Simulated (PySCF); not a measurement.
C₃H₆ClFSi, SMILES C/C(Cl)=C/[SiH2]F.

The structure is a stationary point at B3LYP-D3(BJ)/def2-SVP. The structure was generated by enumeration; whether it is a known compound was not checked. One conformer was computed; it need not be the lowest.

Level of theory: B3LYP-D3(BJ)/def2-SVP (PySCF 2.14.0).

Frequencies are harmonic and unscaled.

```tsv
mode	ν (cm⁻¹)	IR (km/mol)	Raman (Å⁴/amu)	depolarisation	moving atoms (share of kinetic energy)
1	66	1.7	2.8	0.75	F 37 %, Si 27 %, H 18 %, C 9 %, Cl 9 %
2	113	3.1	0.3	0.28	Cl 38 %, F 21 %, Si 17 %, C 17 %
3	148	1.4	1.1	0.75	C 47 %, H 45 %
4	209	0.1	0.2	0.75	H 86 %, C 13 %
5	224	2.9	1.6	0.63	F 50 %, Si 21 %, Cl 14 %, C 9 %
6	338	5.0	1.3	0.58	C 32 %, H 26 %, Cl 24 %, Si 16 %
7	433	0.2	7.6	0.45	C 63 %, Si 13 %, H 13 %
8	475	6.1	4.4	0.75	C 68 %, H 28 %
9	606	23.5	10.7	0.23	C 55 %, Cl 33 %
10	639	48.7	4.5	0.75	H 74 %, Si 16 %
11	737	11.3	17.1	0.75	H 92 %
12	792	54.1	0.7	0.48	C 54 %, H 27 %, Si 17 %
13	807	49.0	1.3	0.75	H 79 %, C 19 %
14	860	23.5	4.4	0.72	F 53 %, H 25 %, Si 22 %
15	922	387.4	19.1	0.45	H 72 %, Si 18 %
16	965	70.3	11.0	0.75	H 87 %, Si 8 %
17	1011	2.0	4.8	0.42	H 62 %, C 37 %
18	1052	1.9	0.3	0.75	H 64 %, C 36 %
19	1088	87.8	1.6	0.68	C 62 %, H 35 %
20	1225	32.6	6.7	0.44	H 62 %, C 37 %
21	1393	5.0	17.4	0.48	H 76 %, C 24 %
22	1441	10.8	14.4	0.75	H 96 %
23	1451	12.6	25.8	0.64	H 95 %
24	1697	118.4	38.2	0.20	C 97 %
25	2250	71.7	194.8	0.07	H 98 %
26	2252	136.5	68.1	0.75	H 96 %
27	3033	9.2	203.9	0.04	H 97 %
28	3107	4.6	100.4	0.75	H 91 %, C 9 %
29	3141	5.4	48.2	0.63	H 91 %, C 9 %
30	3149	1.8	145.0	0.41	H 92 %, C 8 %
```
